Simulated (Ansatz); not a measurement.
Consider the ligand exchange at a Mo–Cl bond: `[OH][Mo](=[S])(=[S])[Cl]` + NH₃ → `[NH2][Mo]([OH])(=[S])=[S]` + HCl.

Gas-phase electronic energies from Ansatz, PBE0-D4/def2-TZVP geometries. CCSD(T)/CBS adds triple-zeta CCSD(T) − MP2 to the extrapolated MP2 energy (def2 sets, frozen cores). This one scheme is used for every species. Functionals use def2-TZVPP. HSE06 is defined as in plane-wave codes. Elements past krypton have def2 core potentials. For Mo outer-core shells are correlated without core-valence functions, which leaves a few kJ/mol of doubt a bond. Each species was taken in one conformer, which may not be the lowest.

```json
{"species": "`[OH][Mo](=[S])(=[S])[Cl]`", "HSE06-D4 energy (Eh)": "-1400.34526"}
{"species": "NH₃", "HSE06-D4 energy (Eh)": "-56.51284"}
{"species": "`[NH2][Mo]([OH])(=[S])=[S]`", "HSE06-D4 energy (Eh)": "-996.17862"}
{"species": "HCl", "HSE06-D4 energy (Eh)": "-460.65768"}
```

Q: Work out ΔE.

A: ΔE = (-996.17862) + (-460.65768) − (-1400.34526) − (-56.51284) = 0.02180 Eh = +57.2 kJ/mol. CCSD(T)/CBS gives +59.3 kJ/mol.

Largest T1 diagnostic among the species: 0.025, so the coupled-cluster value is less sure than usual.

Leaving LDA and LC-ωPBE aside and taking each functional with its dispersion term where it has one, the values, not all of them listed here, spread over 13.5 kJ/mol, from CAM-B3LYP-D4 to B2PLYP. LDA lies −7.9 kJ/mol from PBE without D4. At CCSD(T), def2-SVP lies −11.5 kJ/mol from the extrapolated value and def2-TZVPP −4.0 kJ/mol.
